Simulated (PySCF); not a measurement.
CsCa and its ions

ROHF-CCSD(T); basis Cs def2-SVP with ECP46, Ca def2-SVP; scalar-relativistic core potentials; PySCF 2.14. Neutral (ROHF): doublet (σ ↑), Re = 4.853 Å, ωe = 40.7 cm⁻¹, De = 0.12 eV.

CsCa⁺ (RHF): singlet (closed shell), Re = 4.638 Å, ωe = 60.2 cm⁻¹, De = 0.36 eV to Cs⁺ + Ca. The energies at the minima are -696.70235 hartree for CsCa and -696.57241 for CsCa⁺.

(1) Work out the adiabatic ionisation energy, without and with harmonic zero-point energies (1 hartree = 27.2114 eV, 1 eV = 8065.5 cm⁻¹), and the change of the bond length.

Correlated steps freeze 5 core orbitals. Weak bonds: CsCa, CsCa⁺. Basis-set superposition, not corrected here, can be much of De in a small basis, most of all at correlated wavefunction levels. Spin–orbit coupling is left out. For an ion De counts to the pair picked by the measured ionisation energies or electron affinities, which need not be the lowest pair at this level. States were picked by a PBE0 search and need not be the measured ground states.

Results:

(1) At CCSD(T): 0.12994 hartree = 3.536 eV between the minima; the zero-point term (60.2 − 40.7)/2 cm⁻¹ = +0.001 eV makes it 3.537 eV. Re changes by -21.5 pm against the neutral. The electron leaves a σ orbital, and the shorter bond of the ion fits an antibonding orbital, or a change in how ionic the bond is.
